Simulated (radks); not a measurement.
Results of a calculation; reference values are marked as such.
The neon ion Ne3+, configuration [He] 2s2 2p3. Level of theory: non-relativistic Kohn-Sham, PBE, spin-unpolarised, spherical densities, point nucleus (a radial shooting solver on a logarithmic mesh with Libxc functionals).

Unscreened Slater integrals over Kohn-Sham orbitals (cm^-1).

| integral | value |
|---|---|
| F0(2p,2p) | 266630 |
| F2(2p,2p) | 123420 |
| F0(2p,2s) | 256330 |
| G1(2p,2s) | 154280 |
| F0(2p,1s) | 373720 |
| G1(2p,1s) | 49180 |
| F0(2s,2s) | 249660 |
| F0(2s,1s) | 351970 |
| G0(2s,1s) | 28478 |
| F0(1s,1s) | 1308100 |

Derived for the open shells (J is the average intra-shell exchange parameter used in DFT+U). 2p: J = F2/5 = 24680 cm^-1.
